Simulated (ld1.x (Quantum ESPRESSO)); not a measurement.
## Which change was made? (Si, TM)

- Element: Si (Z = 14)
- Generator: ld1.x (Quantum ESPRESSO) 7.5
- Type: norm-conserving Troullier–Martins (Kleinman–Bylander form)
- Functional: PW91
- Relativity: scalar-relativistic
- Frozen core: [Ne]
- Valence charge: 4
- Reference configuration: 3s2 3p2
- Partial waves: 3s (bound): rc 1.40 bohr; 3p (bound): rc 1.85 bohr
- Local potential: all-electron potential smoothed inside 1.25 bohr (lloc = -1)
- Core correction: none

Cutoffs, loose and tight: the cutoffs (Ry, on a coarse ladder) from which the occupation-weighted sum of valence levels, in a spherical-Bessel basis at the reference potential, stays within 10 and 1 mRy of its value at 400 Ry. They do not see the model core or the augmentation charge, which bear on the density cutoff. Test errors are all-electron minus pseudo excitation energies from the reference, over the configurations 3s2 3p1; 3s2 3p0; 3s1 3p0; 3s0 3p4; 3s2 3p1.5; 3s1 3p3; 3s1 3p2; variants that change the core or the reference have their own tests. The largest error is taken over the tests solved by every variant that gives reliable tests at all, those not shown here included: 3s0 3p4; 3s1 3p2; 3s1 3p3; 3s2 3p0; 3s2 3p1; 3s2 3p1.5.

The base gives: outcome: generated; cutoff, loose: 18 Ry; cutoff, tight: 70 Ry; bound ghosts: none; largest test error (meV): +149.

**Question.** After one change the result is: outcome: generated; cutoff, loose: 35 Ry; cutoff, tight: 70 Ry; bound ghosts: s; largest test error (meV): +25. Which change was it?
A. local potential all-electron potential smoothed inside 1.30 bohr (lloc = -1)
B. local potential all-electron potential smoothed inside 0.90 bohr (lloc = -1)
C. local potential all-electron potential smoothed inside 0.72 bohr (lloc = -1)
D. local potential all-electron potential smoothed inside 1.16 bohr (lloc = -1)
E. local potential all-electron potential smoothed inside 1.52 bohr (lloc = -1)

**Answer.** C. The others give: local potential all-electron potential smoothed inside 1.16 bohr (lloc = -1) → outcome: generated; cutoff, loose: 25 Ry; cutoff, tight: 70 Ry; bound ghosts: none; largest test error (meV): +78 | local potential all-electron potential smoothed inside 0.90 bohr (lloc = -1) → outcome: generated; cutoff, loose: 15 Ry; cutoff, tight: 70 Ry; bound ghosts: s; largest test error (meV): +25 | local potential all-electron potential smoothed inside 1.30 bohr (lloc = -1) → outcome: generated; cutoff, loose: 30 Ry; cutoff, tight: 70 Ry; bound ghosts: none; largest test error (meV): +49 | local potential all-electron potential smoothed inside 1.52 bohr (lloc = -1) → outcome: generated; cutoff, loose: 30 Ry; cutoff, tight: 70 Ry; bound ghosts: none; largest test error (meV): +25.
